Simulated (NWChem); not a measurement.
System: C2H7NSi, singlet; SMILES CN(C)[SiH]

The following NWChem deck was run.

```
start job
memory heap 200 mb stack 900 mb global 1100 mb
geometry units angstroms noautoz
  Si     0.074371    -1.478870     0.000000
  H     -1.453433    -1.664135     0.000000
  N      0.005202     0.251913     0.000000
  C      1.236825     1.016577     0.000000
  C     -1.170607     1.095546     0.000000
  H      1.304111     1.667539    -0.890812
  H      1.304111     1.667539     0.890812
  H      2.105076     0.341615     0.000000
  H     -1.188311     1.752256     0.889461
  H     -1.188311     1.752256    -0.889461
  H     -2.080463     0.482802     0.000000
end
basis spherical
  * library pcseg-2
end
dft
  xc pbe0
  iterations 150
  semidirect filesize 400000000
  mulliken
end
task dft energy
```

Low-valent species are run as closed-shell singlets; no triplet was tried in these runs. Geometry: optimised at PBE0/def2-SVP.

Question: Predict the main results of this run. (PBE0/pcseg-2.) Quantities: basis functions; energy (Ha); highest occupied level (eV); orbital gap (eV); dipole (D).

Answer: 
* **number of basis functions**: 222
* **energy (Ha)**: -424.41
* **highest occupied level (eV)**: -6.25
* **orbital gap (eV)**: 4.69
* **dipole (D)**: 2.14
